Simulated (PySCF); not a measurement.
Molecule: SMILES O=CNC1=CC=CC1, C$_{6}$H$_{7}$NO.

Cartesian coordinates in Å; atom numbers follow the order of the lines, from 1:
```xyz
15

O    -2.0909   -0.4316    1.8024
C    -2.4217   -0.3261    0.6488
N    -1.5960   -0.1139   -0.4049
C    -0.2158    0.0199   -0.3455
C     0.6145    0.2290   -1.3884
C     1.9667    0.3080   -0.8937
C     1.9693    0.1498    0.4384
C     0.5731   -0.0500    0.9215
H    -3.4765   -0.3955    0.3210
H    -1.9996   -0.0431   -1.3286
H     0.3365    0.3240   -2.4228
H     2.8212    0.4701   -1.5258
H     2.8190    0.1574    1.0946
H     0.2596    0.7163    1.6323
H     0.4362   -1.0063    1.4290
```

Frames of a GFN2-xTB Langevin trajectory at 400 K; GIAO PBE0/pcSseg-1 shieldings in PySCF 2.14.0 with density-fitted response routines, gas phase, non-relativistic; equivalent atoms averaged within each frame.

Shifts are taken against calculated references (same method and geometry level): $^{17}$O (336.08 ppm) against H2O; $^{13}$C (186.93 ppm), $^{1}$H (31.72 ppm) vs TMS; $^{15}$N (267.73 ppm) vs NH3. The references are static minima.

Question: How do the shifts (ppm) fluctuate along the trajectory?

Answer: 
```csv
time (fs),O1,C2,C4,C6,C7,C5,C8,N3,H9,H10
250,467.8,163.2,153.9,143.6,124.5,121.7,42.4,181.7,8.64,7.43
425,462.8,161.6,145.8,134.2,131.2,117.8,39.7,161.8,8.39,6.56
625,453.1,161.0,155.1,133.1,138.9,116.9,55.1,166.4,8.78,7.89
800,473.6,160.0,165.4,128.4,137.9,128.4,51.4,167.4,7.74,7.05
1000,417.2,154.8,155.3,143.1,133.1,128.4,40.8,168.2,8.34,7.01
mean of frames,454.9,160.1,155.1,136.5,133.1,122.7,45.9,169.1,8.38,7.19
standard deviation,22.4,3.2,7.0,6.6,5.8,5.6,6.9,7.4,0.40,0.50
```

5 frames give an uncertainty of the mean of about the standard deviation over 2.2 at best, since frames this close in time may not be independent; classical motion lacks zero-point vibration, and the reference would need the same averaging.
